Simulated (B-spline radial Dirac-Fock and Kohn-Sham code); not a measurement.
ΔSCF core binding energies without Breit or QED terms, calculated with a radial B-spline solver.

A sound run for atomic calcium, configuration [Ar] 4s2: The ground state converged in 11 iterations, with total energy -679.71013 Ha, virial ratio 1.99130 and highest orbital energy -5.34 eV. ΔSCF binding energies: K (1s) 4052.4 eV, L3 (2p3/2) 357.2 eV. Holes are computed only in closed shells, and unreliable hole states are left out.

A second run, with one unsound setting: The ground state converged in 11 iterations, with total energy -609.19813 Ha, virial ratio 2.44918 and highest orbital energy -5.51 eV. ΔSCF binding energies: K (1s) 3693.0 eV, L3 (2p3/2) 401.8 eV. Holes are computed only in closed shells, and unreliable hole states are left out.

```
iter   energy (Ha)        error
   1     -605.33779078  3.47e+00
   2     -609.13470982  1.92e-01
   3     -609.18005108  8.88e-02
   4     -609.19226762  4.13e-02
   5     -609.19779862  6.19e-03
   6     -609.19809479  1.87e-03
   7     -609.19812672  1.13e-04
   8     -609.19812697  2.60e-05
   9     -609.19812698  3.27e-06
  11     -609.19812698  2.79e-08
```

Problem. Which fault fits the second run best?
A. mesh too coarse
B. too few iterations
C. speed of light below Z
D. tolerance below the noise

Solution. A. The input had h = 2.0: h is too large to resolve the orbitals.
